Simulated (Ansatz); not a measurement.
CH7B2N, SMILES `CBBN`, one more setting.

```yaml
crystal:
  periodic: [false, false, false]
  atoms:
    - {symbol: C, position_ang: [-0.552189, 1.610593, 0.505391]}
    - {symbol: B, position_ang: [-0.789075, 0.199048, -0.121734]}
    - {symbol: B, position_ang: [0.425685, -0.809563, -0.683448]}
    - {symbol: N, position_ang: [1.058394, -1.827640, 0.025745]}
    - {symbol: H, position_ang: [-1.298935, 1.888238, 1.254576]}
    - {symbol: H, position_ang: [-0.711620, 2.314868, -0.328113]}
    - {symbol: H, position_ang: [0.450300, 1.802822, 0.892366]}
    - {symbol: H, position_ang: [-1.941491, -0.109194, -0.308325]}
    - {symbol: H, position_ang: [0.804134, -0.651201, -1.820820]}
    - {symbol: H, position_ang: [1.780487, -2.404226, -0.371753]}
    - {symbol: H, position_ang: [0.839710, -2.070845, 0.976817]}
basis:
  gaussian: {orbitals: cc-pVTZ, point_charges: [{charge: -1.00, position_ang: [5.150, -0.527, 0.119]}]}
hamiltonian: {xc: {name: B2GP-PLYP}}
output: {forces: true}
```

```sh
$ ansatz run in.yaml --threads 2 --pin off --events-out ev --progress --plain --max-ram 4352MiB
```

Output, abridged:

```
Functional definition: B2GP-PLYP
1228 factors; integrals over basis functions are off by at most 1.0e-3 eV
mean field evaluation 1: about -3979.2782 eV, gradient 4.9e1 eV
mean field evaluation 2: about -3979.2764 eV, gradient 4.9e1 eV
mean field evaluation 4: about -3984.3329 eV, gradient 4.2e0 eV
mean field evaluation 8: about -3984.3750 eV, gradient 2.2e-1 eV
mean field evaluation 16: about -3984.3752 eV, gradient 7.1e-5 eV
mean field -3984.37515249 eV, -146.4230861474 hartree, gradient 7.2e-6 eV, S^2 0.000000; 0 other end points of the search recorded, 0 dependent functions left out
4 core orbitals not correlated: weight in the atoms' cores, before any rotation towards them, 1.000 or more for the frozen orbitals, at most 0.000 for the correlated occupied ones
reference -3984.37527989 eV, -146.4230908295 hartree; 11, 11 occupied and 203, 203 virtual orbitals, 1228 factors
second order -18.57338320 eV of doubles, -0.00000000 eV of singles
Total energy: -3991.06169784 eV, -146.6688121570 hartree
Atom 0 at    -0.552189     1.610593     0.505391 Å, force     0.011056     0.315087     0.094517 eV/Å
Atom 1 at    -0.789075     0.199048    -0.121734 Å, force    -0.102231    -0.151068    -0.023532 eV/Å
Atom 2 at     0.425685    -0.809563    -0.683448 Å, force     0.299301    -0.092747    -0.130550 eV/Å
Atom 3 at     1.058394    -1.827640     0.025745 Å, force    -0.339316    -0.239870    -0.061436 eV/Å
Atom 4 at    -1.298935     1.888238     1.254576 Å, force     0.084552    -0.029808    -0.070893 eV/Å
Atom 5 at    -0.711620     2.314868    -0.328113 Å, force     0.034301    -0.081250     0.095893 eV/Å
Atom 6 at     0.450300     1.802822     0.892366 Å, force    -0.157897    -0.076148    -0.080162 eV/Å
Atom 7 at    -1.941491    -0.109194    -0.308325 Å, force     0.052900     0.065188     0.029339 eV/Å
Atom 8 at     0.804134    -0.651201    -1.820820 Å, force    -0.117892    -0.029760     0.150004 eV/Å
Atom 9 at     1.780487    -2.404226    -0.371753 Å, force     0.129639     0.275002     0.120172 eV/Å
Atom 10 at     0.839710    -2.070845     0.976817 Å, force     0.141742     0.109597    -0.131564 eV/Å
Dipole moment:     0.421514    -0.239764     0.238134 e Å
```

It took 15 s on 2 threads of an Arm Neoverse V2 on a shared host, with 0.66 GiB of host memory at the peak.
